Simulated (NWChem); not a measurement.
System: C₂HCl₂, doublet; SMILES Cl[C]=CCl

```xyz
5

Cl     0.3867    -1.8045     0.0000
C     -0.8511    -0.6863     0.0000
C     -0.9625     0.6376     0.0000
Cl     0.4099     1.7320     0.0000
H     -1.9423     1.1385     0.0000
```
Atoms are numbered in this order, from 1.

Results from NWChem. Pople sets run with spherical d functions. Spin-unrestricted. In the optimisation the excess spin sits in a' (Cs, its own frame). Geometry: optimised at PBE-D3(BJ)/def2-SVP, spin-unrestricted. No stability test was run on the SCF state. Vzz is the largest principal value of the second derivative of the potential at the nucleus (NWChem prints the opposite sign); η is the asymmetry. Non-relativistic.

```tsv
level	Vzz Cl1 (a.u.)	η Cl1	Vzz Cl4 (a.u.)	η Cl4
PBE/6-31G*	3.412	0.12	3.692	0.10
PBE/def2-SVP	3.258	0.12	3.636	0.11
CAM-B3LYP/def2-SVP	3.441	0.11	3.788	0.08
CAM-B3LYP/cc-pVTZ	___	0.11	___	0.08
```

Q: Fill in the missing entries.

A: 
- CAM-B3LYP/cc-pVTZ, Vzz Cl1 (a.u.): 3.504
- CAM-B3LYP/cc-pVTZ, Vzz Cl4 (a.u.): 3.856
